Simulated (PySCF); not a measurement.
C3H6F2Si, SMILES F[C@@H]1C([SiH3])[C@H]1F.

Geometry optimised at B3LYP-D3(BJ)/def2-SVP. The structure was generated by enumeration; whether it is a known compound was not checked.

Level of theory: B3LYP-D3(BJ)/def2-SVP (PySCF 2.14.0).

Frequencies are harmonic and unscaled.

```
mode  ν (cm⁻¹)  IR (km/mol)  moving atoms (share of kinetic energy)
----  --------  -----------  --------------------------------------
1          109          0.2                 H 61 %, F 23 %, Si 10 %
2          137          0.3          H 47 %, F 30 %, Si 15 %, C 8 %
3          192          1.8         C 31 %, Si 25 %, H 23 %, F 22 %
4          284          8.1                  F 56 %, C 28 %, H 10 %
5          309         12.2                  C 45 %, F 32 %, H 23 %
6          437          6.5         F 56 %, C 22 %, H 12 %, Si 11 %
7          483          8.8          C 33 %, H 32 %, F 27 %, Si 8 %
8          593          5.6                 H 66 %, C 17 %, Si 16 %
9          671         32.5                 H 66 %, C 18 %, Si 12 %
10         758          7.9                  C 44 %, H 37 %, F 12 %
11         909         64.9                          C 53 %, H 41 %
12         921         84.6                   C 47 %, H 42 %, F 9 %
13         942        197.3                         H 83 %, Si 10 %
14         955         57.0                                  H 95 %
15         957         34.8                                  H 90 %
16         991         16.9                          H 56 %, C 43 %
17        1039          5.7                          H 72 %, C 25 %
18        1084         14.6                          H 55 %, C 45 %
19        1108         87.5                  C 49 %, H 33 %, F 18 %
20        1176         46.8                  C 53 %, H 26 %, F 21 %
21        1204         59.1                  H 54 %, C 33 %, F 13 %
22        1259         32.9                          H 59 %, C 39 %
23        1325         27.7                          H 79 %, C 19 %
24        1473         67.2                          C 71 %, H 27 %
25        2229         98.1                                  H 97 %
26        2234         93.3                                  H 97 %
27        2240         95.2                                  H 96 %
28        3144          1.1                           H 92 %, C 8 %
29        3156          4.9                           H 92 %, C 8 %
30        3168          7.2                           H 92 %, C 8 %
```
